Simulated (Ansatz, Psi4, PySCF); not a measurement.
Cl₂In, charge +1, singlet, geometry from GFN2-xTB (such geometries of metal compounds can be far from the true shape) (core potentials on In). Base run: B97M-V/def2-SVP (PySCF).

Here is a job for PySCF.
```python
from pyscf import gto, scf, dft

mol = gto.Mole()
mol.atom = '''
    In    0.00000000    0.00000000    0.00000000
    Cl    0.00000000    0.00000000    2.29969147
    Cl   -0.00000000   -0.00000000   -2.29969147
'''
mol.basis = 'def2-svp'
mol.ecp = {'In': 'def2-svp'}
mol.charge = 1
mol.verbose = 4
mol.build()

mf = dft.RKS(mol)
mf.xc = 'b97m_v'
mf.kernel()
```

The same geometry, method and basis name were run in Ansatz (an electronic-structure program) and Psi4 and PySCF, at each program's defaults and at the settings that a row names. The base is PySCF at its defaults. Differences at the defaults can come from grids, fitting, cores and function types together.

| code and settings | ΔE vs base (µEh) | basis functions | E (Eh) | SCF cycles |
|---|---|---|---|---|
| PySCF, defaults (exact integrals, its default grid, spherical functions) | 0.0 | 62 | -1109.78372 | 9 |
| Psi4, defaults (density fitting with its default set, its default grid, spherical functions) | 254 | 62 | -1109.78346 | 8 |
| Ansatz, defaults (factorised integrals, its default grid, spherical functions) | 4.0 | 62 | -1109.78371 | - |
| PySCF, density fitting with def2-universal-jkfit | -64.8 | 62 | -1109.78378 | 9 |
| PySCF, fine grid | 3.7 | 62 | -1109.78371 | 9 |
| Psi4, exact integrals, spherical functions, fine grid | -23.1 | 62 | -1109.78374 | 9 |
| Ansatz, high accuracy | 5.6 | 62 | -1109.78371 | - |
